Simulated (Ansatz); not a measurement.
Species: GeH2, charge 1, doublet. GeH2+ (parent SMILES [GeH2], doublet).
B3LYP-D3(BJ)/def2-TZVP minimum from Ansatz (a program for electronic structure):
```
Ge
H 1 1.5594
H 1 1.5594 2 120.35
```
Charge +1, spin multiplicity 2.

Total energies in aug-cc-pVQZ, 5 correlated electrons, 14 frozen orbitals. UHF or UKS for unpaired electrons; spin-orbit terms are left out. Correlated methods leave the cores frozen (noble-gas shells, and filled d and f shells in the p block). No relativity. The spin of H2Ge+ (parent SMILES [GeH2], doublet) was assumed, and the state is the lowest solution found for it.

| method | program | energy (Eh) | minus CCSDT(Q) (mEh) |
|---|---|---|---|
| HF | Ansatz | -2076.22858 | 99.11 |
| MP2 | Ansatz | -2076.30682 | 20.87 |
| CCSD | Ansatz | -2076.32504 | 2.65 |
| CCSD(T) | Ansatz | -2076.32713 | 0.56 |
| CCSDT(Q) | Ansatz | -2076.32769 | 0.00 |

Rough core times of Ansatz's runs on a shared machine: CCSD(T) 40 s, CCSDT(Q) 50 min.
